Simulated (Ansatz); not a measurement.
## Worked example: ideal-gas entropy of ZrCl4 (zirconium tetrachloride)

A singlet with charge 0, relaxed at PBE0-D4/def2-TZVP (core potential) (Ansatz 0.2.0):

```xyz
5

Cl   -0.1100   -0.2308    2.3018
Zr    0.0000    0.0000    0.0000
Cl    1.5454   -1.4992   -0.8533
Cl   -2.0817   -0.4301   -0.9193
Cl    0.6463    2.1601   -0.5293
```

Harmonic wavenumbers in cm⁻¹: 97, 97, 106, 106, 106, 382, 431, 431, 431.

Masses in u: Cl 35.45, Zr 91.224. Take T = 298.15 K, p = 1 bar, R = 8.3145 J/(mol K), kT/hc = 207.22 cm⁻¹, rigid rotor and harmonic oscillator.

Question: Compute the standard molar entropy.

Answer: 
1. Translation (Sackur–Tetrode): S = R[3/2 ln M + 5/2 ln T − 1.1517] with M = 233.024 gives 176.8 J/(mol K).
2. Rotation: principal moments 507.046, 507.052, 507.069 u Å² give A, B, C = 0.0332, 0.0332, 0.0332 cm⁻¹; the symmetry number is σ = 12; q = (√π/σ)√((kT/hc)³/ABC) = 72834; S = R(ln q + 3/2) = 105.6.
3. Vibration: with u = ν̃/207.22, each mode gives R[u/(eᵘ − 1) − ln(1 − e⁻ᵘ)]; the sum is 86.4, most from 97 cm⁻¹ (14.7), 97 cm⁻¹ (14.7), 106 cm⁻¹ (14.0).
4. Electronic: R ln 1 = 0.0, from the spin multiplicity alone.
5. Sum: 176.8 + 105.6 + 86.4 + 0.0 = 368.8 J/(mol K).

No measured value is set beside it here.
